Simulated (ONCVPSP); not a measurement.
Which change was made? (As, ONCV)

As, optimised norm-conserving Vanderbilt (ONCV), made with ONCVPSP 4.0.1 (Wu-Cohen, scalar-relativistic). Core [Ar], reference 3d10 4s2 4p2 (charge +1). Waves: 4s: rc 1.65 bohr, ncon 4, nbas 8, qcut 4.6 1/bohr, 2 projectors, debl 0.7 Ha; 4p: rc 1.50 bohr, ncon 3, nbas 6, qcut 5.1 1/bohr, 1 projector; 3d: rc 0.75 bohr, ncon 5, nbas 9, qcut 21.3 1/bohr, 2 projectors, debl 0.3 Ha. Local part: polynomial inside 0.50 bohr (lpopt 5, dvloc0 3 Ha). Core correction: Teter function, fcfact 5.25, rcfact 1.8.

In the s channel the program set the typed energies aside and used -0.861, 0.250 Ha. In the d channel the program set the typed energies aside and used -1.853, 0.250 Ha.

Cutoffs, loose and tight: the cutoffs (Ha) at which the residual kinetic energy of the hardest occupied pseudo-wave falls to 1 and 0.1 mHa per electron. They do not see the model core or the augmentation charge, which bear on the density cutoff. Test errors are all-electron minus pseudo excitation energies from the reference, over the configurations 3d10 4s2 4p3; 3d10 4s2 4p1; 3d10 4s2 4p0; 3d10 4s1 4p0; variants that change the core or the reference have their own tests.

The base gives: outcome: generated, projector energies reset by the program; cutoff, loose: 188 Ha; cutoff, tight: 210 Ha; bound ghosts: s, p; GHOST(+) flags above zero: none; largest test error (meV): -67.

Problem. After one change the result is: outcome: generated, projector energies reset by the program; cutoff, loose: 188 Ha; cutoff, tight: 210 Ha; bound ghosts: s, p; GHOST(+) flags above zero: none; largest test error (meV): -127. Which change was it?
A. core correction Teter function, fcfact 7.4, rcfact 1.8
B. core correction Teter function, fcfact 4.3, rcfact 1.8
C. core correction Teter function, fcfact 3.8, rcfact 1.8

Solution. A. The others give: core correction Teter function, fcfact 4.3, rcfact 1.8 → outcome: generated, projector energies reset by the program; cutoff, loose: 188 Ha; cutoff, tight: 210 Ha; bound ghosts: s, p; GHOST(+) flags above zero: none; largest test error (meV): -46 | core correction Teter function, fcfact 3.8, rcfact 1.8 → outcome: generated, projector energies reset by the program; cutoff, loose: 188 Ha; cutoff, tight: 210 Ha; bound ghosts: s, p; GHOST(+) flags above zero: none; largest test error (meV): -37.
